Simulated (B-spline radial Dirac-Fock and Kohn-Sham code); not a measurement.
## Mn⁺ 3p3/2: cross section and angular parameters

System: Mn⁺, configuration [Ar] 3d5 4s1; threshold 68.96 eV (orbital energy of the model). Calculated with a radial finite-basis atomic code, using Dirac-Hartree-Slater photoionisation with a Latter tail; cross sections with all multipoles, angular parameters from the dipole term and its interference with E2.

For linearly polarised light dσ/dΩ = σ/(4π) [1 + β P₂(cos θ) + (δ + γ cos²θ) sin θ cos φ], with θ from the polarisation vector and φ the angle between the beam and the projection of the electron momentum on the plane normal to the polarisation.

| hν (eV) | σ (kb) | β | γ | δ |
| --- | --- | --- | --- | --- |
| 85.5 | 470 | -0.600 | -0.123 | 0.068 |
| 158 | 682 | 1.129 | 0.116 | 0.003 |
| 162 | 675 | 1.160 | 0.110 | 0.003 |
| 245 | 482 | 1.485 | 0.004 | -0.001 |
| 300 | 369 | 1.561 | -0.019 | 0.000 |
| 326 | 327 | 1.583 | -0.022 | 0.001 |
| 447 | 193 | 1.627 | 0.002 | 0.003 |
| 600 | 109 | 1.627 | 0.067 | 0.006 |
| 1000 | 34.6 | 1.558 | 0.255 | 0.013 |
| 1230 | 20.8 | 1.510 | 0.350 | 0.017 |
| 1486.9 | 12.8 | 1.458 | 0.443 | 0.022 |
| 1660 | 9.55 | 1.424 | 0.499 | 0.026 |
| 1750 | 8.29 | 1.407 | 0.526 | 0.028 |
| 1890 | 6.73 | 1.381 | 0.566 | 0.032 |
| 2580 | 2.81 | 1.265 | 0.728 | 0.048 |
| 2630 | 2.66 | 1.257 | 0.738 | 0.050 |
| 2950 | 1.90 | 1.211 | 0.799 | 0.058 |
| 2984.4 | 1.84 | 1.206 | 0.805 | 0.059 |
| 3300 | ? | ? | ? | ? |
| 3660 | 0.998 | 1.118 | 0.912 | 0.076 |
| 4520 | 0.520 | 1.023 | 1.019 | 0.097 |
| 5414.7 | 0.293 | 0.939 | 1.105 | 0.120 |
| 6060 | 0.204 | 0.886 | 1.155 | 0.136 |
| 6130 | 0.196 | 0.881 | 1.160 | 0.138 |
| 6570 | 0.156 | 0.848 | 1.190 | 0.148 |
| 9210 | 0.0505 | 0.690 | 1.322 | 0.209 |
| 9251.7 | 0.0497 | 0.688 | 1.323 | 0.210 |
| 15000 | 0.00924 | 0.475 | 1.483 | 0.324 |

Task: Give the values at 3300 eV.

Result: σ = 1.36 kb, β = 1.163, γ = 0.858, δ = 0.066.
